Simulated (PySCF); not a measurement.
**How good is the calculation?**

Molfile (atoms numbered from 1):
```
C8H10S
     RDKit          3D

 19 19  0  0  0  0  0  0  0  0999 V2000
    2.6023   -0.1286    1.2681 C   0  0  0  0  0  0  0  0  0  0  0  0
    2.3836    1.5494    0.6465 S   0  0  0  0  0  0  0  0  0  0  0  0
    1.3608    1.2075   -0.8186 C   0  0  0  0  0  0  0  0  0  0  0  0
    0.0708    0.5013   -0.5113 C   0  0  0  0  0  0  0  0  0  0  0  0
   -0.1944   -0.7651   -1.0397 C   0  0  0  0  0  0  0  0  0  0  0  0
   -1.3876   -1.4265   -0.7462 C   0  0  0  0  0  0  0  0  0  0  0  0
   -2.3314   -0.8276    0.0839 C   0  0  0  0  0  0  0  0  0  0  0  0
   -2.0736    0.4349    0.6225 C   0  0  0  0  0  0  0  0  0  0  0  0
   -0.8819    1.0900    0.3305 C   0  0  0  0  0  0  0  0  0  0  0  0
    3.1970   -0.0517    2.1889 H   0  0  0  0  0  0  0  0  0  0  0  0
    3.1473   -0.7583    0.5480 H   0  0  0  0  0  0  0  0  0  0  0  0
    1.6343   -0.5944    1.5062 H   0  0  0  0  0  0  0  0  0  0  0  0
    1.9486    0.6380   -1.5560 H   0  0  0  0  0  0  0  0  0  0  0  0
    1.1707    2.2027   -1.2512 H   0  0  0  0  0  0  0  0  0  0  0  0
    0.5444   -1.2391   -1.6923 H   0  0  0  0  0  0  0  0  0  0  0  0
   -1.5774   -2.4164   -1.1683 H   0  0  0  0  0  0  0  0  0  0  0  0
   -3.2662   -1.3433    0.3159 H   0  0  0  0  0  0  0  0  0  0  0  0
   -2.8082    0.9100    1.2774 H   0  0  0  0  0  0  0  0  0  0  0  0
   -0.6687    2.0674    0.7712 H   0  0  0  0  0  0  0  0  0  0  0  0
  1  2  1  0
  2  3  1  0
  3  4  1  0
  4  5  2  0
  5  6  1  0
  6  7  2  0
  7  8  1  0
  8  9  2  0
  9  4  1  0
  1 10  1  0
  1 11  1  0
  1 12  1  0
  3 13  1  0
  3 14  1  0
  5 15  1  0
  6 16  1  0
  7 17  1  0
  8 18  1  0
  9 19  1  0
M  END
```

PySCF 2.14 calculation with KT3/pcSseg-1 with gauge-including orbitals and PBE0-D3(BJ)/def2-SVP structure; fast rotation and ring inversion assumed for equivalent nuclei, gas phase, non-relativistic, single conformer.

Reference values: estimated from measurements, as parent shift plus tabulated substituent increment (solution, not stated per compound (mostly CDCl3 or CCl4); Pretsch, Buehlmann, Badertscher, Structure Determination of Organic Compounds, 4th ed. (2009)).
```
atoms  quantity  reference  computed
C5/C9     δ 13C      128.9     123.5
C6/C8     δ 13C      128.4     121.6
   C7     δ 13C      126.9     120.9
```

Computed shifts are σ(ref) − σ with the named reference compound (TMS for H and C) calculated as an isolated molecule at the same level.

How far are the unscaled 13C shifts from the references?

## Answers

Mean signed difference -6.07 ppm, mean absolute 6.07 ppm over 3 comparisons; the largest is -6.8 ppm at C6/C8 (aromatic CH).
